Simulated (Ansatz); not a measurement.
Relaxation of CH6B2O (10 atoms, charge 0, multiplicity 1), to a largest force component of 0.015 eV/Å in at most 40 steps.

Level of theory: RKS B3LYP-D4/def2-SVP (Ansatz).

```xyz
10
Properties=species:S:1:pos:R:3:forces:R:3
C -0.251 1.396 -0.461 0.22 -0.64 -0.15
B -0.618 -0.119 -0.205 0.54 0.80 0.28
B 0.509 -1.316 0.057 0.26 -0.51 -0.04
O 1.025 -1.747 1.221 -0.29 0.53 1.33
H 0.812 1.604 -0.567 0.47 0.11 0.00
H -0.619 1.992 0.376 -0.26 0.21 0.45
H -0.759 1.789 -1.341 -0.34 0.18 -0.39
H -1.773 -0.359 -0.240 -0.82 -0.31 -0.07
H 0.953 -1.921 -0.862 0.09 -0.19 -1.15
H 1.666 -2.458 1.182 0.13 -0.17 -0.27
```

Q: Where does it end, and by what steps?

A: The run converged. After 13 steps the energy has fallen by 0.132 eV; H6 moved furthest, 0.29 Å.

```tsv
step	energy less start (eV)	largest force component (eV/Å)	accepted
0	0.0000	1.332	yes
1	-0.1089	0.396	yes
2	-0.1187	0.320	yes
3	-0.1263	0.086	yes
4	-0.1273	0.106	yes
5	-0.1291	0.064	yes
6	-0.1305	0.056	yes
7	-0.1309	0.036	yes
8	-0.1318	0.059	yes
9	-0.1322	0.043	yes
10	-0.1314	0.120	no
11	-0.1325	0.019	yes
12	-0.1324	0.022	no
13	-0.1325	0.005	yes
```

```xyz
10
Properties=species:S:1:pos:R:3
C -0.235 1.387 -0.489
B -0.596 -0.126 -0.291
B 0.529 -1.351 0.015
O 0.971 -1.628 1.271
H 0.817 1.615 -0.716
H -0.440 1.819 0.517
H -0.897 1.932 -1.181
H -1.776 -0.418 -0.353
H 0.965 -2.015 -0.916
H 1.606 -2.355 1.303
```

Whether the end is a true minimum wasn't checked by a vibrational analysis.

Time of the run: 2.3 min on 1 CPU thread of a shared host.
